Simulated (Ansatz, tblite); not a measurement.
Forces on the cluster PbSe₂⁻ at its r2SCAN-D4/def2-TZVPD geometry. Charge -1, multiplicity 2.

In the def2 sets Pb takes a core potential; there is no spin–orbit coupling. The xTB rows come from tblite. The structure comes from a short search, and lower isomers may exist.

GFN1-xTB (tblite), largest force 0.27 eV/Å:

```xyz
3
positions Å, forces eV/Å
Pb    0.208   -0.430   -0.570    0.049   -0.102   -0.135
Se    1.017   -1.154    1.727   -0.150    0.205   -0.094
Se   -1.225    1.584   -1.157    0.101   -0.102    0.229
```

GFN2-xTB (tblite), largest force 0.13 eV/Å:

```
Pb -0.002 0.005 0.007
Se -0.064 0.077 -0.087
Se 0.066 -0.082 0.080
```

r2SCAN-D4/def2-TZVPD (Ansatz), largest force 0.02 eV/Å:

```
Pb -0.003 0.007 0.010
Se -0.006 0.006 -0.015
Se 0.010 -0.014 0.006
```
